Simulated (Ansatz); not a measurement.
A geometry relaxed with B3LYP-D3(BJ)/def2-TZVP in Ansatz (a program for electronic structure), charge 0, multiplicity 1:

```xyz
3

O     -1.4849    -0.6577     0.0000
Ge     0.0000    -0.0001     0.0000
O      1.4848     0.6578     0.0000
```

Q: Write the SMILES of this molecule.

A: `[O]=[Ge]=[O]`
